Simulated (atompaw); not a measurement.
Cutoff test, La, PAW (atompaw)

atompaw 4.2.0.5 input, output lines left out:

```
La 57
LDA-PW scalarrelativistic loggrid 2001 logderivrange -5 5 251
6 6 5 4 0 0
6 1 0
5 2 1
4 3 0
0 0 0
c
c
c
c
v
v
c
c
c
v
v
c
c
v
v
3
3.00 2.25 2.75 1.85
n
n
y
2.6
n
y
0.05
n
custom rrkj gramschmidtortho sinc
bessel
2.70
3.00
2.60
3.00
3.00
3.00
1.90
1.90
```

The pseudo-atom Hamiltonian at the reference potential is diagonalised in spherical Bessel functions j_l(qr) that vanish at 20 bohr, with q² up to the cutoff. All-electron valence levels (Ry): 5s -2.8717, 6s -0.2803, 5p -1.6521, 6p -0.1038, 5d -0.2355, 4f -0.3371.

**Question.** How do the lowest levels (Ry) of each channel move with the cutoff, and are there ghosts?

**Answer.**

```csv
cutoff (Ry),s #1,s #2,p #1,p #2,d #1,d #2,f #1,Σ f·Δε (mRy)
8,-2.8712,-0.2719,-1.6426,-0.0867,-0.2288,0.0416,0.0912,81.3
10,-2.8713,-0.2789,-1.6494,-0.0931,-0.2347,0.0413,0.0911,20.5
15,-2.8716,-0.2801,-1.6518,-0.1035,-0.2354,0.0413,0.0896,2.6
18,-2.8717,-0.2802,-1.6520,-0.1035,-0.2355,0.0413,0.0018,1.3
25,-2.8717,-0.2802,-1.6521,-0.1037,-0.2355,0.0413,-0.2786,0.3
30,-2.8717,-0.2803,-1.6521,-0.1037,-0.2355,0.0413,-0.3248,0.1
400,-2.8717,-0.2803,-1.6521,-0.1038,-0.2355,0.0413,-0.3371,0.0
```

Result: no extra level below or beside the all-electron valence levels (s, p, d, f tested); 10 mRy is reached at 12 Ry and 1 mRy at 21 Ry.

The cutoffs count occupied waves only; the empty 4f level needs 35 Ry at the loose tolerance.
